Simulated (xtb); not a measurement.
xtb input (GFN2-xTB):

```bash
xtb mol.xyz --gfn 2 --sp --chrg 0 --uhf 0
```
mol.xyz:
```
16

C      2.65482464     0.60617953    -0.46869820
C      1.45565457    -0.21464940    -0.00400056
C      0.13425509     0.50211657    -0.24165901
C     -1.09223806    -0.27319619     0.20229246
O     -1.01330587    -1.37383477     0.69692754
C     -2.42672820     0.40880534    -0.00796481
H      2.71042546     1.56197940     0.05852821
H      2.59713841     0.82325721    -1.53835334
H      3.59033933     0.07405965    -0.28890987
H      1.43588541    -1.17777545    -0.51803410
H      1.54791934    -0.44862058     1.05858876
H      0.00795939     0.74407910    -1.30409680
H      0.11909622     1.47198759     0.27046283
H     -2.56761132     0.64777003    -1.06495225
H     -2.45658009     1.35495021     0.53820845
H     -3.23273324    -0.23654398     0.33331869
```

End of the output:

```
         :::::::::::::::::::::::::::::::::::::::::::::::::::::
         ::                     SUMMARY                     ::
         :::::::::::::::::::::::::::::::::::::::::::::::::::::
         :: total energy             -19.861609624170 Eh    ::
         :: gradient norm              0.020852361805 Eh/a0 ::
         :: HOMO-LUMO gap              4.013391345612 eV    ::
         ::.................................................::
         :: SCC energy               -20.121162873960 Eh    ::
         :: -> isotropic ES            0.027968037050 Eh    ::
         :: -> anisotropic ES          0.003920098635 Eh    ::
         :: -> anisotropic XC          0.009155656126 Eh    ::
         :: -> dispersion             -0.008182702234 Eh    ::
         :: repulsion energy           0.259553249791 Eh    ::
         :: add. restraining           0.000000000000 Eh    ::
         :: total charge              -0.000000000000 e     ::
         :::::::::::::::::::::::::::::::::::::::::::::::::::::

           -------------------------------------------------
          |                Property Printout                |
           -------------------------------------------------

    * Orbital Energies and Occupations

         #    Occupation            Energy/Eh            Energy/eV
      -------------------------------------------------------------
         1        2.0000           -0.7068077             -19.2332
       ...           ...                  ...                  ...
         6        2.0000           -0.5632056             -15.3256
         7        2.0000           -0.5458719             -14.8539
         8        2.0000           -0.5398557             -14.6902
         9        2.0000           -0.5157293             -14.0337
        10        2.0000           -0.5087175             -13.8429
        11        2.0000           -0.4840779             -13.1724
        12        2.0000           -0.4789457             -13.0328
        13        2.0000           -0.4786340             -13.0243
        14        2.0000           -0.4685098             -12.7488
        15        2.0000           -0.4587293             -12.4827
        16        2.0000           -0.4433563             -12.0643
        17        2.0000           -0.4296867             -11.6924
        18        2.0000           -0.3948532             -10.7445 (HOMO)
        19                         -0.2473638              -6.7311 (LUMO)
        20                          0.0426075               1.1594
        21                          0.1183385               3.2202
        22                          0.1251705               3.4061
        23                          0.1408383               3.8324
        24                          0.1481645               4.0318
        25                          0.1637309               4.4553
        26                          0.1729994               4.7076
        27                          0.1816149               4.9420
        28                          0.1953123               5.3147
        29                          0.2044713               5.5639
       ...                                ...                  ...
        34                          0.6171639              16.7939
      -------------------------------------------------------------
                  HL-Gap            0.1474894 Eh            4.0134 eV
             Fermi-level           -0.3211085 Eh           -8.7378 eV

     #   Z          covCN         q      C6AA      α(0)
     1   6 C        3.750    -0.103    22.524     6.769
     2   6 C        3.800    -0.049    21.452     6.594
     3   6 C        3.802    -0.085    22.114     6.695
     4   6 C        2.809     0.238    23.034     7.863
     5   8 O        0.857    -0.358    20.858     6.123
     6   6 C        3.751    -0.138    23.222     6.872
     7   1 H        0.924     0.033     2.547     2.496
     8   1 H        0.924     0.033     2.546     2.495
     9   1 H        0.924     0.038     2.482     2.464
    10   1 H        0.924     0.045     2.378     2.412
    11   1 H        0.924     0.045     2.382     2.414
    12   1 H        0.924     0.055     2.259     2.351
    13   1 H        0.924     0.055     2.262     2.352
    14   1 H        0.924     0.061     2.189     2.313
    15   1 H        0.924     0.061     2.183     2.311
    16   1 H        0.925     0.069     2.098     2.265

 Mol. C6AA /au·bohr⁶  :       1886.201035
 Mol. C8AA /au·bohr⁸  :      40244.882545
 Mol. α(0) /au        :         64.788072

Wiberg/Mayer (AO) data.
largest (>0.10) Wiberg bond orders for each atom

 ---------------------------------------------------------------------------
     #   Z sym  total        # sym  WBO       # sym  WBO       # sym  WBO
 ---------------------------------------------------------------------------
     1   6 C    3.996 --     2 C    1.019     8 H    0.988     7 H    0.988
                             9 H    0.987
     2   6 C    3.994 --     1 C    1.019     3 C    1.009    11 H    0.976
                            10 H    0.976
     3   6 C    3.996 --     2 C    1.009     4 C    0.990    13 H    0.951
                            12 H    0.951
     4   6 C    3.918 --     5 O    1.868     6 C    1.000     3 C    0.990
     5   8 O    2.071 --     4 C    1.868
     6   6 C    3.994 --     4 C    1.000    16 H    0.983    14 H    0.965
                            15 H    0.964
     7   1 H    0.999 --     1 C    0.988
     8   1 H    0.999 --     1 C    0.988
     9   1 H    0.998 --     1 C    0.987
    10   1 H    0.998 --     2 C    0.976
    11   1 H    0.998 --     2 C    0.976
    12   1 H    0.997 --     3 C    0.951
    13   1 H    0.997 --     3 C    0.951
    14   1 H    0.996 --     6 C    0.965
    15   1 H    0.996 --     6 C    0.964
    16   1 H    0.995 --     6 C    0.983
 ---------------------------------------------------------------------------

Topologies differ in total number of bonds
Writing topology from bond orders to xtbtopo.mol

molecular dipole:
                 x           y           z       tot (Debye)
 q only:        0.008       0.966      -0.439
   full:       -0.039       1.192      -0.538       3.325
molecular quadrupole (traceless):
                xx          xy          yy          xz          yz          zz
 q only:        3.503      -3.094      -2.878       1.156       1.618      -0.625
Note: The following floating-point exceptions are signalling: IEEE_UNDERFLOW_FLAG IEEE_DENORMAL
normal termination of xtb
  q+dip:        3.070      -3.615      -3.299       1.509       2.416       0.229
   full:        3.116      -3.600      -3.620       1.532       2.753       0.504

           -------------------------------------------------
          | TOTAL ENERGY              -19.861609624170 Eh   |
          | GRADIENT NORM               0.020852361805 Eh/α |
          | HOMO-LUMO GAP               4.013391345612 eV   |
           -------------------------------------------------

------------------------------------------------------------------------
------------------------------------------------------------------------
 total:
 SCF:
```
